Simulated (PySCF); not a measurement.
Computed shifts of a molecule C6H6O, B3LYP/pcSseg-1 (PySCF), GIAO, gas phase, atoms alike by connectivity averaged where their shifts nearly agree, in ppm (number of nuclei): ¹³C: 150.9 (2), 143.4 (2), 130.0 (2). ¹H: 6.69 (2), 6.13 (2), 6.04 (2). References: ¹³C against TMS (σ = 181.3 ppm); ¹⁷O against H2O (σ = 333.8 ppm); ¹H against TMS (σ = 31.68 ppm), references at their B3LYP-D3(BJ)/def2-TZVP geometries, non-relativistic. Geometry optimised at PBE-D3(BJ)/def2-SVP. Other conformers were not sampled.

Q: Pick the molecule that these values belong to.
A) C=C=C1CC(=O)C1
B) C1=CC=COC=C1
C) CC#CC1=CCO1
D) C#CCC1=COC1

A: B, C1=CC=COC=C1
